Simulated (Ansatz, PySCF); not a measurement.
This Ansatz (a program for electronic structure) input computes a CAM-B3LYP/def2-TZVPD energy:

Ansatz 0.2 input:
```yaml
crystal:
  periodic: [false, false, false]
  atoms:
    - {symbol: Al, position_ang: [-0.82832125, -0.71720851, -0.81811482]}
    - {symbol: Br, position_ang: [0.01754099, 1.64283823, -1.03351702]}
    - {symbol: Br, position_ang: [0.29012119, -1.37644650, 1.33738824]}
basis:
  gaussian:
    orbitals: def2-TZVPD
hamiltonian:
  xc: {name: CAM-B3LYP}
total_charge: -1
output: {forces: true}
```

Task: Write an input for the same energy in PySCF and say what it gives.

Result: 
```python
from pyscf import gto, scf, dft

mol = gto.M(
    atom='''
    Al   -0.82832125   -0.71720851   -0.81811482
    Br    0.01754099    1.64283823   -1.03351702
    Br    0.29012119   -1.37644650    1.33738824
    ''',
    basis='def2-tzvpd',
    charge=-1,
    spin=0,
    verbose=4,
)

mf = dft.RKS(mol, xc='camb3lyp').density_fit(auxbasis='def2-universal-jkfit')
mf.grids.level = 3
mf.conv_tol = 1e-9
mf.max_cycle = 100
mf.max_memory = 1500
mf.kernel()
if not mf.converged:
    mf = mf.newton()
    mf.kernel(mf.make_rdm1())
mf.analyze()
```
It gives -5391.19361 Eh, and Ansatz -5391.19353 Eh, a difference of 0.08 mEh, from the treatment of integrals and grids.
